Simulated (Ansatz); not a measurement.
Reaction (cleavage of the Si–Si bond): `C[SiH2][Si](F)(F)F` + H₂Se → `F[Si](F)(F)[SeH]` + `C[SiH3]`

Program: Ansatz. Geometries: PBE0-D4/def2-TZVP. ΔE: electronic, gas phase. CCSD(T)/CBS adds triple-zeta CCSD(T) − MP2 to the extrapolated MP2 energy (def2 sets, frozen cores). This one scheme is used for every species. DFT in def2-TZVPP. For Se outer-core shells are correlated without core-valence functions, which leaves a few kJ/mol of doubt a bond. Scalar relativity is left out up to krypton. One conformer a species, not always the lowest.

```tsv
level	ΔE (kJ/mol)
PBE0-D4	-54.0
r2SCAN0-D4	-62.4
BHLYP-D4	-60.8
PBE-QIDH	-62.9
MP2/def2-SVP	-63.0
MP2/def2-QZVPP	-70.5
HF/CBS(def2)	-67.9
MP2/CBS(def2)	-71.4
```

What does CCSD(T)/CBS give? (Best estimate.)

Computed: -62.3 kJ/mol. The listed levels differ from it by 8.3, -0.1, 1.5, -0.6, -0.7, -8.2, -5.6, -9.1 kJ/mol.

Largest T1 diagnostic among the species: 0.012.

From PBE to PBE0 (25 % exact exchange), in def2-TZVPP and without D4, ΔE moves by −5.4 kJ/mol. At CCSD(T), def2-SVP lies +7.5 kJ/mol from the extrapolated value and def2-TZVPP +2.2 kJ/mol.
